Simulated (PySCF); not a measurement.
CH9N3Si, SMILES NC[SiH](N)N.

The structure is a stationary point at r2SCAN-D4/def2-SVP. This is a generated structure with no PubChem entry under its InChIKey; it may be hypothetical. The values are those of a single conformer.

Two levels are set side by side: TDDFT-PBE/def2-SVPD (PySCF) and TDDFT-B3LYP/def2-SVPD (PySCF). Vertical, same geometry. The lowest singlet is HOMO→LUMO 100 % with PBE and HOMO→LUMO 97 % with the other functional; states are paired by order. Differences are taken from unrounded values.

| quantity | TDDFT-PBE |
|---|---|
| lowest singlet excitation (eV) | 4.63 |
| lowest triplet excitation (TDA) (eV) | 4.48 |
| first bright state (f over 0.05) (eV) | 5.84 |
| its oscillator strength | 0.06 |

Problem. These are the TDDFT-PBE values. What does TDDFT-B3LYP give? (The exact figures need the calculation; the answer reports its results.)

Solution. 
```
quantity                               TDDFT-B3LYP  TDDFT-PBE minus TDDFT-B3LYP
-------------------------------------  -----------  ---------------------------
lowest singlet excitation (eV)                5.27                        -0.64
lowest triplet excitation (TDA) (eV)          5.09                        -0.61
first bright state (f over 0.05) (eV)         6.38                        -0.55
its oscillator strength                       0.05                         0.01
```

Functionals without exact exchange tend to place singlet excitations lower, as here. Differences between two approximate levels are no errors against the true value.

Rough cost on one machine, each run with all the roots and properties that it gave: TDDFT-B3LYP against TDDFT-PBE about 3 times.
